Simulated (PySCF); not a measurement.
Br2ClFSi.

```xyz
5

F      1.9294     0.6770     0.0000
Si     0.3398     0.4199     0.0000
Cl    -0.5886     2.2402     0.0000
Br    -0.1731    -0.7151    -1.8158
Br    -0.1731    -0.7151     1.8158
```
Charge 0, spin multiplicity 1.

Coordinates come from a B3LYP-D3(BJ)/def2-SVP optimisation.

All values below come from B3LYP/pcSseg-1 run with PySCF. Non-relativistic, no solvent.

Question: Give the absolute GIAO shielding of each atom: isotropic value and principal components (ppm). (The exact figures need the calculation; the answer reports its results.)

Answer: 
```
atom  σ(iso)     σ11     σ22     σ33   span
----  ------  ------  ------  ------  -----
F1     238.7   199.7   199.7   316.7  117.0
Si2    317.7   297.1   318.2   337.8   40.7
Cl3    733.5   605.5   617.2   977.8  372.2
Br4   2214.6  1884.4  1928.7  2830.8  946.3
Br5   2214.6  1884.4  1928.7  2830.8  946.3
```
